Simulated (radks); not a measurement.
Results of a calculation; reference values are marked as such.
Question: Lu30+, configuration [Kr] 4d5. Code: a radial shooting solver on a logarithmic mesh with Libxc functionals. Model: scalar-relativistic Kohn-Sham, r2SCAN, spin-polarised, spherical densities, finite nucleus; open shells are filled with parallel spins first (spin-orbit coupling, left out, can overturn this in heavy ions); meta-GGA in the generalised Kohn-Sham scheme; Fermi nuclear charge, rms radius 5.37 fm. Some entries of the table are withheld. Estimate them.

orbital,occ.,eigenvalue (eV),<1/r> (bohr^-1)
1s up,1,-64429.34,82.18
1s down,1,-64429.34,82.18
2s up,1,-11927.19,19.19
2s down,1,-11919.96,19.20
2p up,3,-10624.71,17.55
2p down,3,-10619.06,17.56
3s up,1,-3562.515,7.157
3s down,1,-3560.894,7.156
3p up,3,-3169.770,6.649
3p down,3,-3167.449,6.649
3d up,5,-2703.903,6.283
3d down,5,-2698.806,6.280
4s up,1,-1493.168,3.294
4s down,1,-1476.513,3.288
4p up,3,-1350.611,3.081
4p down,3,-1334.144,3.074
4d up,5,(1),2.869
4d down,0,(2),2.867
5s up,0,-795.9397,1.835
5s down,0,-784.2590,1.832
5p up,0,-734.3830,1.726
5p down,0,-722.7256,1.719

Answer: 
(1) 4d up eigenvalue (eV): -1170.030
(2) 4d down eigenvalue (eV): -1153.463
